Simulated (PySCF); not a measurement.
An unknown is described by computed data only.

Formula: C4H9O2PSi.

| Quantity | Value |
| --- | --- |
| Rotational structure | rotational constants A, B, C: 2.104, 1.191, 0.864 GHz [GFN2-xTB] |
| UV, first state | lowest singlet excitation: 3.83 eV (323 nm, f = 0.001) [TDDFT B3LYP/def2-SVPD] |
| 1H NMR | chemical shifts (computed TMS as zero) by class: 4.73 (1 H), 3.99 (1 H), 3.54 (3 H), 3.21 (1 H), 2.54 (1 H), 1.46 (2 H) ppm [GIAO PBE0/pcSseg-1] |
| NMR, other nuclei | isotropic shieldings of nuclei other than C and H, by class: -332 (1 O), 291 (1 O), 399 (1 Si), 618 (1 P) ppm [GIAO PBE0/pcSseg-1] |
| 13C NMR | chemical shifts (computed TMS as zero) by class: 205.9 (1 C), 94.3 (1 C), 62.6 (1 C), 43.5 (1 C) ppm [GIAO PBE0/pcSseg-1] |
| Triplet | lowest triplet excitation (Tamm–Dancoff): 3.35 eV [TDA B3LYP/def2-SVPD] |
| Polarisability | 108.3 au [B3LYP/def2-SVPD] |

Electronic properties: PySCF, gas phase, density fitting. Levels stand in brackets. One conformer (not necessarily the lowest) at the GFN2-xTB geometry, without solvent, vibrations or thermal averaging. Each NMR value is the plain mean over a class of atoms that symmetry, rotation or inversion makes alike.

Question: What is the compound? Reason from the data.

Answer: Numbering: `[CH3:1][O:2][C@@H:3]1[C:4](=[O:5])[CH2:6][Si@@H:7]1[PH2:8]`. 4 carbons fall into 4 classes; from least to most shielded: ketone carbonyl carbon [C4] (205.9 ppm), ring sp3 carbon bound to oxygen [C3] (94.3 ppm), methoxy carbon [C1] (62.6 ppm), ring sp3 carbon bound to silicon [C6] (43.5 ppm). Hydrogen classes from least to most shielded: 1 H on an SiH silicon, Si7 (4.73 ppm), 1 H on an sp3 carbon bound to oxygen, C3 (3.99 ppm), 3 H on a methoxy carbon, C1 (3.54 ppm), 1 H on an sp3 carbon bound to silicon, C6 (3.21 ppm), 1 H on an sp3 carbon bound to silicon, C6 (2.54 ppm), 2 H on a three-coordinate phosphorus, P8 (1.46 ppm). The other shieldings belong to: -332 ppm, ketone oxygen [O5]; 291 ppm, ether oxygen [O2]; 399 ppm, SiH silicon [Si7]; 618 ppm, three-coordinate phosphorus [P8]. S1 is mainly HOMO→LUMO (weight 0.94); the largest Löwdin shares of the orbital it empties are 0.44 on the ketone oxygen, 0.12 on the sp3 carbon bound to oxygen, 0.11 on the ether oxygen and 0.10 on the ketone carbonyl carbon, of the orbital it fills 0.27 on the ketone carbonyl carbon, 0.26 on the ketone oxygen, 0.09 on the three-coordinate phosphorus and 0.08 on the SiH silicon. The optimised geometry has point group C1 and is an asymmetric top. Structure: `C1[Si@H](P)[C@@H](C1=O)OC`. Computed isomers that give other values at the same levels: `C=CP([SiH3])C(=O)OC` (13C chemical shifts (computed TMS as zero) by class: 187.8 (1 C), 142.4 (1 C), 132.5 (1 C), 53.4 (1 C) ppm); `CO[C@@H]1C(=O)C[Si@H]1P` (13C chemical shifts (computed TMS as zero) by class: 211.5 (1 C), 94.2 (1 C), 63.1 (1 C), 34.4 (1 C) ppm); `COC(=O)/P=C(\C)[SiH3]` (13C chemical shifts (computed TMS as zero) by class: 222.5 (1 C), 184.3 (1 C), 53.3 (1 C), 29.8 (1 C) ppm). The assignments are read from this structure; whether some other isomer fits the data as well wasn't checked. The mirror image fits equally.

Conformer computed: `[CH3:1][O:2][C@@H:3]1[C:4](=[O:5])[CH2:6][Si@@H:7]1[PH2:8]`: C1–O2–C3–C4 -68°, H–P8–Si7–C6 -141°, H–P8–Si7–C6 126°.
